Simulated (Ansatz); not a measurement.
Reaction (atomization): `BC(=C)BO` → 2 B• + 2 C• + 6 H• + O•

Isolated molecules relaxed with PBE0-D4/def2-TZVP in Ansatz; ΔE leaves out vibrations. CCSD(T)/CBS adds triple-zeta CCSD(T) − MP2 to the extrapolated MP2 energy (def2 sets, frozen cores). This one scheme is used for every species, atoms too. DFT in def2-TZVPP. B3LYP here is the variant with VWN-RPA as its local correlation; programs differ in this. Open shells (•) are unrestricted, without spin–orbit coupling. Spin–orbit coupling would lower the free atoms: a little for B, C, O. One conformer a species, not always the lowest.

`BC(=C)BO`:

Z-matrix (Å, degrees):
```
B
C 1 1.539
H 1 1.204 2 121.7
H 1 1.198 2 120.7 3 180.0
C 2 1.348 1 117.9 3 179.9
B 2 1.565 1 123.7 3 -0.1
H 5 1.089 2 121.9 1 -180.0
H 5 1.088 2 122.0 1 0.0
O 6 1.351 2 122.0 1 0.1
H 6 1.201 2 121.6 1 -179.9
H 9 0.964 6 112.1 2 0.0
```

```
         level  ΔE (kJ/mol)
   LDA (SPW92)       5072.6
         B3LYP       4449.3
       r2SCANh       4459.7
MP2/def2-QZVPP       4496.1
```

Q: What does CCSD(T)/CBS give? (Best estimate.)

A: Computed: +4443.6 kJ/mol. The listed levels differ from it by 629.0, 5.7, 16.1, 52.5 kJ/mol.

Largest T1 diagnostic among the species: 0.014.

From PBE to PBE0 (25 % exact exchange), in def2-TZVPP and without D4, ΔE moves by −69.0 kJ/mol: exact exchange takes away binding that semilocal exchange gives to molecules. In def2-TZVPP, CCSD(T) changes the Hartree–Fock value by +942.1 kJ/mol (the triples alone add +62.1 kJ/mol) and MP2 by +1034.0 kJ/mol; breaking electron pairs costs correlation energy, which Hartree–Fock lacks.

For atomizations the MP2-based limit and the directly extrapolated one differ by several kJ/mol either way, and by 10 to 25 for some Ge, Se and Sn compounds, so smaller differences from it don't rank the levels.
